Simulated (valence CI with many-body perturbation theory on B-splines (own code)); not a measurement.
Ladder of approximations for Kr⁵⁺

Calculated by relativistic CI+MBPT: three valence electrons over a frozen Dirac-Fock core [Ar] 3d10, a basis of 11 s, 11 p, 9 d, 7 f, 5 g, 2 h, 1 i functions for each j, with the one-electron correlation potential Σ1, the two-electron term Σ2, the three-electron term Σ3, Breit, model QED; selected CI, second order for the rest, scaled by the run's own slope (own B-spline code, finite nucleus).

Set against measurement, 39 paired levels are off by 174 cm⁻¹ on average, the worst by 872. These come from a selection out of Saloman, J. Phys. Chem. Ref. Data 36, 215 (2007). Levels without a partner in it may be off by more. 4 measured levels below the end of the list, from 390595 cm⁻¹ on, found no clear computed partner, and computed levels of the same name lie up to 2816 cm⁻¹ from them.

Each rung adds one term. CI alone is the Dirac-Coulomb CI over the frozen core; QED comes last and gives the full result, which names the levels. Energies are above 4s²4p ²P°_1/2 on the same rung, in cm⁻¹.

Names give the largest LS component (configuration and term), which can be under half, so a name can repeat, a term be missing and a line seem to break the LS rules; names also repeat where a configuration has a term twice.

| Level | CI alone |
| --- | --- |
| 4s²4p ²P°_3/2 | 7901 |
| 4s4p² ⁴P_1/2 | 104198 |
| 4s4p² ⁴P_3/2 | 107444 |
| 4s4p² ⁴P_5/2 | 111674 |
| 4s4p² ²D_3/2 | 139056 |
| 4s4p² ²D_5/2 | 140065 |
| 4s4p² ²S_1/2 | 169787 |
| 4s4p² ²P_1/2 | 182307 |
| 4s4p² ²P_3/2 | 186287 |
| 4s²4d ²D_3/2 | 221715 |
| 4s²4d ²D_5/2 | 222630 |
| 4s²5s ²S_1/2 | 272406 |
| 4p³ ²D°_3/2 | 271695 |
| 4p³ ²D°_5/2 | 273313 |
| 4p³ ⁴S°_3/2 | 277503 |
| 4p³ ²P°_1/2 | 301118 |

(1) What do these energies become with core correlation, Breit and QED?

(2) How does the ionisation energy move along the ladder, and which term matters most?

Answers

(1) 4s²4p ²P°_3/2 8104 (+203); 4s4p² ⁴P_1/2 107668 (+3470); 4s4p² ⁴P_3/2 111023 (+3579); 4s4p² ⁴P_5/2 115309 (+3635); 4s4p² ²D_3/2 141540 (+2484); 4s4p² ²D_5/2 142593 (+2529); 4s4p² ²S_1/2 170029 (+242); 4s4p² ²P_1/2 180384 (-1923); 4s4p² ²P_3/2 183899 (-2388); 4s²4d ²D_3/2 222101 (+385); 4s²4d ²D_5/2 223024 (+394); 4s²5s ²S_1/2 275507 (+3101); 4p³ ²D°_3/2 275781 (+4086); 4p³ ²D°_5/2 277800 (+4487); 4p³ ⁴S°_3/2 278679 (+1176); 4p³ ²P°_1/2 303496 (+2378).

(2) CI alone 77.839, + Σ1 78.680, + Σ2 78.470, + Σ3 78.459, + Breit 78.416, + QED 78.422 eV. The largest step is Σ1, 0.842 eV. NIST lists 78.49 ± 0.2 eV (semi-empirical).
